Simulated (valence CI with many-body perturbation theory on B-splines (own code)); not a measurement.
Questions on Er XLVIII

Calculated by relativistic CI+MBPT: three valence electrons over a frozen Dirac-Fock core [Ar], radial functions for each j: 7 s, 7 p, 8 d, 6 f, 4 g, 1 h, with the one-electron correlation potential Σ1 (screened to all orders), the two-electron term Σ2, the three-electron term Σ3, Breit, model QED; selected single and double excitations, second order for the rest, scaled by the run's own slope (own B-spline code, finite nucleus).

The last digits are not significant, and no measured levels were compared; by estimate large intervals hold to a few tenths of a per cent, small ones and those within an open d or f shell to about a per cent. Only levels of the ground parity were solved; by the run's estimate the other parity begins above the list, which can be wrong where configurations are misplaced.

Levels are named by their leading jj configuration (3d3/2^4 stands for four electrons in 3d with j = 3/2), which in mixed levels can hold well under half, so a name can repeat and another be missing.

Rates and lifetimes use the calculated energies. Strong lines usually hold to 10 to 20 %, long lifetimes can be off by a factor of two.

Q: What is the ground level?

A: (3d3/2^3) J=3/2, composition 48 % 3d3 4F + 38 % 3d3 2D + 10 % 3d3 2P, g = 0.697.

Q: How well does LS coupling describe the low levels?

A: Among the lowest 19 levels the leading LS term, summed over configurations, holds 57 % on average. For single configurations the figures are 57 % in LS and 97 % in jj coupling. Terms mix most in the J = 3/2 level at 386120 cm⁻¹, where the leading one holds 39 %.

Q: What is the ionisation energy?

A: 4038.8 eV; NIST lists 4038 ± 4 eV (theoretical).
